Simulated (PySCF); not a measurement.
**Fractional electron number in Fe²⁺ (iron, charge +2)**

The 3d beta orbital of [Ar] 3d6 is emptied in steps (occupation f), with all orbitals relaxed, ending at [Ar] 3d5. Computed with PySCF 2.14 in x2c-TZVPall (6s5p4d1f, 48 functions), with scalar relativity by spin-free X2C-1e. The exact energy is a straight line in f; departures are measured from the line between the end points of the same method.

| f | BHandHLYP (eV) | wB97X (eV) | CAM-B3LYP (eV) |
| --- | --- | --- | --- |
| 1 | 0.000 | 0.000 | 0.000 |
| 0.8 | -0.437 | -0.441 | -0.621 |
| 0.6 | -0.667 | -0.671 | -0.943 |
| 0.4 | -0.678 | -0.678 | -0.954 |
| 0.2 | -0.460 | -0.456 | -0.644 |
| 0 | 0.000 | 0.000 | 0.000 |

Q: For CAM-B3LYP, how does the orbital energy at f = 1 compare with the removal energy?

A: −ε = 27.428 eV against a total-energy difference of 31.258 eV. By Janak's theorem ε = ∂E/∂f, so the gap between them reflects the curvature. Along the path −ε is 28.891 (f = 0.8), 30.415 (f = 0.6), 31.996 (f = 0.4), 33.632 (f = 0.2) eV.

```tsv
method	E(f=0) − E(f=1) (eV)	−ε at f=1 (eV)	−ε at f=0.4 (eV)
BHandHLYP	30.563	27.880	31.071
wB97X	30.865	28.156	31.397
CAM-B3LYP	31.258	27.428	31.996
```

Reference removal energy between the ground levels: 30.651 ± 0.012 eV (measured; NIST Atomic Spectra Database, ionization energies). The calculation has no spin-orbit coupling. The determinant left behind need not be the lowest term of the ion.
